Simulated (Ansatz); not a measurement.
Ansatz (a quantum-chemistry and plane-wave program) input (B3LYP-D3(BJ)/def2-TZVP):

Ansatz 0.2 input:
```yaml
crystal:
  periodic: [false, false, false]
  atoms:
    - {symbol: C, position_ang: [2.48900566, -0.45651242, -0.43119178]}
    - {symbol: C, position_ang: [1.56055818, -0.30381862, 0.75322182]}
    - {symbol: C, position_ang: [0.27686225, -0.06345365, 0.68936152]}
    - {symbol: C, position_ang: [-0.80659468, 0.15520372, -0.28291522]}
    - {symbol: C, position_ang: [-1.41873462, 1.55547360, -0.13536139]}
    - {symbol: C, position_ang: [-1.88287635, -0.93469919, -0.17816510]}
    - {symbol: H, position_ang: [1.95947863, -0.34156385, -1.37658166]}
    - {symbol: H, position_ang: [3.28736959, 0.28932043, -0.39334320]}
    - {symbol: H, position_ang: [2.96492195, -1.44064757, -0.42307971]}
    - {symbol: H, position_ang: [2.02924983, -0.40798632, 1.73108604]}
    - {symbol: H, position_ang: [-0.36060379, 0.08937279, -1.28919728]}
    - {symbol: H, position_ang: [-2.18877892, 1.71600346, -0.89253875]}
    - {symbol: H, position_ang: [-1.87772269, 1.66899859, 0.84850994]}
    - {symbol: H, position_ang: [-0.65878391, 2.32958581, -0.24506876]}
    - {symbol: H, position_ang: [-2.65435649, -0.78187269, -0.93547487]}
    - {symbol: H, position_ang: [-1.45206622, -1.92646328, -0.31822620]}
    - {symbol: H, position_ang: [-2.35803068, -0.90790797, 0.80421536]}
basis:
  gaussian:
    orbitals: def2-TZVP
hamiltonian:
  xc: b3lyp
  dispersion: d3bj
magnetization: {spin_polarized: true, initial_magnetization: 1}
phonons: {temperatures: {t_min: 298.15, t_max: 298.15, t_step: 100}}
```

Output:

```
Functional definition: B3LYP
integrals: 0.19 GiB planned
1564 factors; their error is unknown
0.35 GiB of the device are held for the grids
1.51 GiB of device memory are held for the factors and their scratch space
mean field: 1.76 GiB planned
mean field evaluation 1: about -6386.1634 eV, gradient 5.7e1 eV
mean field evaluation 2: about -6378.3656 eV, gradient 6.7e1 eV
mean field evaluation 4: about -6401.8865 eV, gradient 3.0e0 eV
mean field evaluation 8: about -6401.9246 eV, gradient 1.3e-1 eV
mean field evaluation 16: about -6401.8884 eV, gradient 7.0e-3 eV
mean field -6401.88843833 eV, -235.2650607527 hartree, gradient 3.2e-5 eV, S^2 0.758207; 0 other end points of the search recorded, 0 dependent functions left out
the calculation of the forces begins
reference -6401.88876657 eV, -235.2650728154 hartree; 24, 23 occupied and 228, 229 virtual orbitals, 1564 factors
these checks for a lower state are left out or cut short: stability, starts, cluster_reference, orbital_swaps, neighbouring_geometries, increment
integrals: 0.19 GiB planned
1564 factors; their error is unknown
0.35 GiB of the device are held for the grids
1.51 GiB of device memory are held for the factors and their scratch space
mean field: 1.76 GiB planned
mean field -6401.88834469 eV, -235.2650573114 hartree, gradient 3.0e-6 eV, S^2 0.758209; 0 other end points of the search recorded, 0 dependent functions left out
the calculation of the forces begins
reference -6401.88867287 eV, -235.2650693720 hartree; 24, 23 occupied and 228, 229 virtual orbitals, 1564 factors
these checks for a lower state are left out or cut short: stability, starts, cluster_reference, orbital_swaps, neighbouring_geometries, increment
integrals: 0.19 GiB planned
1564 factors; their error is unknown
0.35 GiB of the device are held for the grids
1.51 GiB of device memory are held for the factors and their scratch space
mean field: 1.76 GiB planned
mean field evaluation 32: about -6401.9282 eV, gradient 5.6e-4 eV
mean field -6401.88822140 eV, -235.2650527808 hartree, gradient 2.7e-6 eV, S^2 0.758204; 0 other end points of the search recorded, 0 dependent functions left out
the calculation of the forces begins
reference -6401.88854970 eV, -235.2650648456 hartree; 24, 23 occupied and 228, 229 virtual orbitals, 1564 factors
these checks for a lower state are left out or cut short: stability, starts, cluster_reference, orbital_swaps, neighbouring_geometries, increment
integrals: 0.19 GiB planned
1564 factors; their error is unknown
0.35 GiB of the device are held for the grids
1.51 GiB of device memory are held for the factors and their scratch space
mean field: 1.76 GiB planned
mean field -6401.88828752 eV, -235.2650552107 hartree, gradient 2.9e-6 eV, S^2 0.758207; 0 other end points of the search recorded, 0 dependent functions left out
the calculation of the forces begins
reference -6401.88861572 eV, -235.2650672717 hartree; 24, 23 occupied and 228, 229 virtual orbitals, 1564 factors
these checks for a lower state are left out or cut short: stability, starts, cluster_reference, orbital_swaps, neighbouring_geometries, increment
integrals: 0.19 GiB planned
1564 factors; their error is unknown
0.35 GiB of the device are held for the grids
1.51 GiB of device memory are held for the factors and their scratch space
mean field: 1.76 GiB planned
mean field -6401.88827780 eV, -235.2650548535 hartree, gradient 3.1e-6 eV, S^2 0.758207; 0 other end points of the search recorded, 0 dependent functions left out
[...]
reference -6401.88875530 eV, -235.2650724010 hartree; 24, 23 occupied and 228, 229 virtual orbitals, 1564 factors
these checks for a lower state are left out or cut short: stability, starts, cluster_reference, orbital_swaps, neighbouring_geometries, increment
integrals: 0.19 GiB planned
1564 factors; their error is unknown
0.35 GiB of the device are held for the grids
1.51 GiB of device memory are held for the factors and their scratch space
mean field: 1.76 GiB planned
mean field -6401.88845667 eV, -235.2650614270 hartree, gradient 3.0e-6 eV, S^2 0.758207; 0 other end points of the search recorded, 0 dependent functions left out
the calculation of the forces begins
reference -6401.88878493 eV, -235.2650734902 hartree; 24, 23 occupied and 228, 229 virtual orbitals, 1564 factors
these checks for a lower state are left out or cut short: stability, starts, cluster_reference, orbital_swaps, neighbouring_geometries, increment
integrals: 0.19 GiB planned
1564 factors; their error is unknown
0.35 GiB of the device are held for the grids
1.51 GiB of device memory are held for the factors and their scratch space
mean field: 1.76 GiB planned
mean field evaluation 384: about -6401.8884 eV, gradient 6.5e-3 eV
mean field -6401.88838743 eV, -235.2650588824 hartree, gradient 2.7e-6 eV, S^2 0.758206; 0 other end points of the search recorded, 0 dependent functions left out
the calculation of the forces begins
reference -6401.88871566 eV, -235.2650709445 hartree; 24, 23 occupied and 228, 229 virtual orbitals, 1564 factors
these checks for a lower state are left out or cut short: stability, starts, cluster_reference, orbital_swaps, neighbouring_geometries, increment
integrals: 0.19 GiB planned
1564 factors; their error is unknown
0.35 GiB of the device are held for the grids
1.51 GiB of device memory are held for the factors and their scratch space
mean field: 1.76 GiB planned
mean field -6401.88836615 eV, -235.2650581003 hartree, gradient 2.9e-6 eV, S^2 0.758207; 0 other end points of the search recorded, 0 dependent functions left out
the calculation of the forces begins
reference -6401.88869442 eV, -235.2650701640 hartree; 24, 23 occupied and 228, 229 virtual orbitals, 1564 factors
these checks for a lower state are left out or cut short: stability, starts, cluster_reference, orbital_swaps, neighbouring_geometries, increment
integrals: 0.19 GiB planned
1564 factors; their error is unknown
0.35 GiB of the device are held for the grids
1.51 GiB of device memory are held for the factors and their scratch space
mean field: 1.76 GiB planned
mean field -6401.88833909 eV, -235.2650571057 hartree, gradient 2.7e-6 eV, S^2 0.758207; 0 other end points of the search recorded, 0 dependent functions left out
the calculation of the forces begins
reference -6401.88866730 eV, -235.2650691673 hartree; 24, 23 occupied and 228, 229 virtual orbitals, 1564 factors
these checks for a lower state are left out or cut short: stability, starts, cluster_reference, orbital_swaps, neighbouring_geometries, increment
integrals: 0.19 GiB planned
1564 factors; their error is unknown
0.35 GiB of the device are held for the grids
1.51 GiB of device memory are held for the factors and their scratch space
mean field: 1.76 GiB planned
mean field -6401.88836992 eV, -235.2650582388 hartree, gradient 2.9e-6 eV, S^2 0.758207; 0 other end points of the search recorded, 0 dependent functions left out
the calculation of the forces begins
reference -6401.88869819 eV, -235.2650703024 hartree; 24, 23 occupied and 228, 229 virtual orbitals, 1564 factors
these checks for a lower state are left out or cut short: stability, starts, cluster_reference, orbital_swaps, neighbouring_geometries, increment
integrals: 0.19 GiB planned
1564 factors; their error is unknown
0.35 GiB of the device are held for the grids
1.51 GiB of device memory are held for the factors and their scratch space
mean field: 1.76 GiB planned
mean field -6401.88838967 eV, -235.2650589645 hartree, gradient 2.8e-6 eV, S^2 0.758207; 0 other end points of the search recorded, 0 dependent functions left out
the calculation of the forces begins
reference -6401.88871789 eV, -235.2650710263 hartree; 24, 23 occupied and 228, 229 virtual orbitals, 1564 factors
these checks for a lower state are left out or cut short: stability, starts, cluster_reference, orbital_swaps, neighbouring_geometries, increment
integrals: 0.19 GiB planned
1564 factors; their error is unknown
0.35 GiB of the device are held for the grids
1.51 GiB of device memory are held for the factors and their scratch space
mean field: 1.76 GiB planned
mean field evaluation 416: about -6401.9285 eV, gradient 4.8e-4 eV
mean field -6401.88842149 eV, -235.2650601338 hartree, gradient 2.9e-6 eV, S^2 0.758207; 0 other end points of the search recorded, 0 dependent functions left out
the calculation of the forces begins
reference -6401.88874975 eV, -235.2650721972 hartree; 24, 23 occupied and 228, 229 virtual orbitals, 1564 factors
these checks for a lower state are left out or cut short: stability, starts, cluster_reference, orbital_swaps, neighbouring_geometries, increment
integrals: 0.19 GiB planned
1564 factors; their error is unknown
0.35 GiB of the device are held for the grids
1.51 GiB of device memory are held for the factors and their scratch space
mean field: 1.76 GiB planned
mean field -6401.88833765 eV, -235.2650570528 hartree, gradient 2.7e-6 eV, S^2 0.758206; 0 other end points of the search recorded, 0 dependent functions left out
the calculation of the forces begins
reference -6401.88866587 eV, -235.2650691147 hartree; 24, 23 occupied and 228, 229 virtual orbitals, 1564 factors
these checks for a lower state are left out or cut short: stability, starts, cluster_reference, orbital_swaps, neighbouring_geometries, increment
integrals: 0.19 GiB planned
1564 factors; their error is unknown
0.35 GiB of the device are held for the grids
1.51 GiB of device memory are held for the factors and their scratch space
mean field: 1.76 GiB planned
mean field -6401.88841853 eV, -235.2650600253 hartree, gradient 2.7e-6 eV, S^2 0.758207; 0 other end points of the search recorded, 0 dependent functions left out
the calculation of the forces begins
reference -6401.88874678 eV, -235.2650720881 hartree; 24, 23 occupied and 228, 229 virtual orbitals, 1564 factors
these checks for a lower state are left out or cut short: stability, starts, cluster_reference, orbital_swaps, neighbouring_geometries, increment
integrals: 0.19 GiB planned
1564 factors; their error is unknown
0.35 GiB of the device are held for the grids
1.51 GiB of device memory are held for the factors and their scratch space
mean field: 1.76 GiB planned
mean field -6401.88842806 eV, -235.2650603754 hartree, gradient 2.9e-6 eV, S^2 0.758207; 0 other end points of the search recorded, 0 dependent functions left out
the calculation of the forces begins
reference -6401.88875630 eV, -235.2650724379 hartree; 24, 23 occupied and 228, 229 virtual orbitals, 1564 factors
Total energy: -6402.47448626 eV, -235.2865976169 hartree
Atom 0 at     2.489006    -0.456512    -0.431192 Å, force     0.000189    -0.000036     0.000015 eV/Å
Atom 1 at     1.560558    -0.303819     0.753222 Å, force    -0.000284     0.000052     0.000058 eV/Å
Atom 2 at     0.276862    -0.063454     0.689362 Å, force     0.000044    -0.000004    -0.000221 eV/Å
Atom 3 at    -0.806595     0.155204    -0.282915 Å, force    -0.000344     0.000064     0.000012 eV/Å
Atom 4 at    -1.418735     1.555474    -0.135361 Å, force     0.000100     0.000096     0.000039 eV/Å
Atom 5 at    -1.882876    -0.934699    -0.178165 Å, force     0.000058    -0.000127     0.000035 eV/Å
Atom 6 at     1.959479    -0.341564    -1.376582 Å, force     0.000017    -0.000004     0.000037 eV/Å
Atom 7 at     3.287370     0.289320    -0.393343 Å, force    -0.000029    -0.000035     0.000012 eV/Å
Atom 8 at     2.964922    -1.440648    -0.423080 Å, force    -0.000015     0.000042     0.000013 eV/Å
Atom 9 at     2.029250    -0.407986     1.731086 Å, force     0.000091    -0.000017     0.000003 eV/Å
Atom 10 at    -0.360604     0.089373    -1.289197 Å, force     0.000002    -0.000000    -0.000015 eV/Å
Atom 11 at    -2.188779     1.716003    -0.892539 Å, force     0.000048    -0.000073     0.000054 eV/Å
Atom 12 at    -1.877723     1.668999     0.848510 Å, force     0.000068    -0.000003    -0.000022 eV/Å
Atom 13 at    -0.658784     2.329586    -0.245069 Å, force    -0.000027     0.000077    -0.000025 eV/Å
Atom 14 at    -2.654356    -0.781873    -0.935475 Å, force     0.000070     0.000049     0.000056 eV/Å
Atom 15 at    -1.452066    -1.926463    -0.318226 Å, force    -0.000053    -0.000061    -0.000028 eV/Å
Atom 16 at    -2.358031    -0.907908     0.804215 Å, force     0.000065    -0.000020    -0.000023 eV/Å
Dipole moment:     0.023555    -0.001185    -0.186485 e Å
Vibrations: 38.98 150.51 151.59 220.51 223.29 249.03 335.23 404.34 543.23 581.46 749.21 772.59 900.80 933.10 967.74 968.49 1050.70 1054.65 1118.51 1132.38 1191.84 1302.07 1314.05 1328.60 1397.79 1398.83 1418.55 1481.71 1487.08 1489.72 1490.02 1499.29 1509.34 1758.41 2922.95 3022.83 3031.23 3034.79 3068.58 3085.52 3093.62 3097.97 3105.16 3106.67 3112.39 cm⁻¹, zero-point energy 4.109787 eV
```

It need not be the lowest isomer of its formula.
